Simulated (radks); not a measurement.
Neutral lutetium, 71 electrons, occupied as [Xe] 4f14 5d1 5f2 (not the ground configuration). Calculated with a radial shooting solver on a logarithmic mesh with Libxc functionals: Dirac Kohn-Sham, BLYP, spin-unpolarised, spherical densities, finite nucleus; open shells fill j = l - 1/2 first; Fermi nuclear charge, rms radius 5.37 fm.

Spin-orbit splittings of the eigenvalues, e(l+1/2) - e(l-1/2), with zeta = 2 splitting/(2l+1) and mean radii in bohr:

\begin{tabular}{lrrrrr}
shell & occ. & splitting (eV) & zeta (eV) & <r> j=l-1/2 & <r> j=l+1/2 \\ \hline
2p & 6 & 1118 & 745.2 & 0.06740 & 0.07501 \\
3p & 6 & 238.4 & 158.9 & 0.2020 & 0.2162 \\
3d & 10 & 52.06 & 20.82 & 0.1898 & 0.1942 \\
4p & 6 & 54.29 & 36.19 & 0.4849 & 0.5177 \\
4d & 10 & 9.910 & 3.964 & 0.5409 & 0.5525 \\
4f & 14 & 1.524 & 0.4355 & 0.7147 & 0.7304 \\
5p & 6 & 6.916 & 4.611 & 1.314 & 1.426 \\
5d & 1 & 0.4505 & 0.1802 & 2.268 & 2.335 \\
5f & 2 & 0.0007014 & 0.0002004 & 10.76 & 10.77 \\
\end{tabular}
